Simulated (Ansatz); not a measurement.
Mulliken charges of CH5ClGeOSe (`C[O][GeH]([Cl])[SeH]`) from B3LYP/def2-TZVPP in Ansatz (PBE0-D4/def2-TZVP geometry).

| atom | x (Å) | y (Å) | z (Å) | charge (e) |
| --- | --- | --- | --- | --- |
| C1 | -0.209 | -1.456 | 0.586 | -0.123 |
| O2 | 0.128 | -0.994 | -0.706 | -0.396 |
| Ge3 | 0.169 | 0.730 | -1.050 | 0.614 |
| Cl4 | -1.824 | 1.505 | -0.789 | -0.302 |
| Se5 | 1.581 | 1.895 | 0.418 | -0.223 |
| H6 | 0.448 | -1.030 | 1.353 | 0.099 |
| H7 | -1.249 | -1.219 | 0.838 | 0.104 |
| H8 | -0.089 | -2.541 | 0.588 | 0.113 |
| H9 | 0.600 | 0.847 | -2.510 | 0.039 |
| H10 | 0.446 | 2.264 | 1.272 | 0.075 |

Q: By hand: the dipole of these point charges (1 e Å = 4.8032 D).

A: Σ q r = (0.238, -0.169, -0.007) e Å, of length 0.292 e Å = 1.40 D.

Q: How does the dipole of the full density compare? (Estimate.)

A: The calculation gave: (0.122, -0.048, 0.154) e Å, 0.97 D; the point charges give 1.44 times that, at 52° from its direction.

Point charges leave out the atoms' own dipoles, such as those of lone pairs, and Mulliken's split depends on the basis, so the two needn't agree.

B3LYP here is the variant with VWN-RPA as its local correlation; programs differ in this.
